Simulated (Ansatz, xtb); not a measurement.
C6H3FS: which of two isomers lies lower

We compare a, `C#Cc1cc(F)cs1`, a singlet, with b, `C#Cc1sccc1F`, a singlet. Both are isolated molecules in the gas phase, relaxed with B3LYP/def2-SVP.

a (Å):

```xyz
11

C    -5.1041   -0.0299    0.5269
C    -3.9683   -0.0853    0.0986
C    -2.6513   -0.1499   -0.4163
C    -1.4557   -0.1672    0.2788
C    -0.3408   -0.2376   -0.5963
C    -0.6611   -0.2740   -1.9298
F     0.9136   -0.2654   -0.1421
S    -2.3733   -0.2217   -2.1460
H    -6.1054    0.0188    0.9120
H    -1.3779   -0.1311    1.3648
H     0.0230   -0.3282   -2.7741
```

b (Å):

```tsv
atom	x (Å)	y (Å)	z (Å)
C	-5.1657	0.3639	-0.8564
C	-3.9994	0.1033	-0.6357
C	-2.6480	-0.2070	-0.3688
C	-0.4918	-1.1154	0.5198
C	-0.2881	-0.2181	-0.4986
C	-1.5177	0.2898	-0.9941
F	-1.5743	1.1758	-1.9846
S	-2.1655	-1.3437	0.8766
H	-6.1941	0.5978	-1.0576
H	0.2622	-1.6601	1.0864
H	0.6851	0.0783	-0.8898
```

Question: Which of the two would you expect CCSD(T)/def2-SVP + ΔMP2/def2-TZVPP electronic energies to favour?

Answer: Too close to call at this level: CCSD(T)/def2-SVP + ΔMP2/def2-TZVPP gives E(b) − E(a) = +0.16 kcal/mol.

How the difference moves with the method:

```json
{"level": "GFN2-xTB", "geometry": "GFN2-xTB", "E(b) − E(a) (kcal/mol)": "+0.91", "departure from the last row (kcal/mol)": "+0.74", "job, with rough time for the two": "optimisation, 0.13 s"}
{"level": "HF/STO-3G", "geometry": "GFN2-xTB", "E(b) − E(a) (kcal/mol)": "−0.87", "departure from the last row (kcal/mol)": "−1.03", "job, with rough time for the two": "single point, 0.32 s"}
{"level": "r2SCAN-D4/def2-SVP", "geometry": "GFN2-xTB", "E(b) − E(a) (kcal/mol)": "−0.26", "departure from the last row (kcal/mol)": "−0.43", "job, with rough time for the two": "single point, 3.4 s"}
{"level": "B3LYP/def2-SVP", "geometry": "B3LYP/def2-SVP", "E(b) − E(a) (kcal/mol)": "−0.15", "departure from the last row (kcal/mol)": "−0.32", "job, with rough time for the two": "optimisation, 25 s"}
{"level": "HF/def2-SVP", "geometry": "B3LYP/def2-SVP", "E(b) − E(a) (kcal/mol)": "−0.21", "departure from the last row (kcal/mol)": "−0.37", "job, with rough time for the two": "part of the CCSD(T) run"}
{"level": "MP2/def2-SVP", "geometry": "B3LYP/def2-SVP", "E(b) − E(a) (kcal/mol)": "−0.05", "departure from the last row (kcal/mol)": "−0.21", "job, with rough time for the two": "part of the CCSD(T) run"}
{"level": "CCSD(T)/def2-SVP", "geometry": "B3LYP/def2-SVP", "E(b) − E(a) (kcal/mol)": "−0.20", "departure from the last row (kcal/mol)": "−0.36", "job, with rough time for the two": "single point"}
{"level": "CCSD(T)/def2-SVP + ΔMP2/def2-TZVPP", "geometry": "B3LYP/def2-SVP", "E(b) − E(a) (kcal/mol)": "+0.16", "departure from the last row (kcal/mol)": "", "job, with rough time for the two": "single point, 54 s"}
```

As drawn, both hold the same kinds of bond in the same numbers.

The largest departure from CCSD(T)/def2-SVP + ΔMP2/def2-TZVPP is that of HF/STO-3G, 1.03 kcal/mol. The last row adds to CCSD(T) the change of the MP2 difference between the two basis sets, here +0.36 kcal/mol.

With thermal terms from frequencies at re-optimised GFN2-xTB minima (ideal gas, soft modes damped towards free rotors, one conformer each, 298.15 K, 1 atm): on the last row, ΔE + ΔZPE = +0.20, ΔH = +0.21, ΔG = +0.19 kcal/mol.

The correlated steps freeze 12 core orbitals. Codes used: Ansatz 0.2.0, xtb 6.7.1; the last row on 4 threads of Arm Neoverse V2 on a shared host.
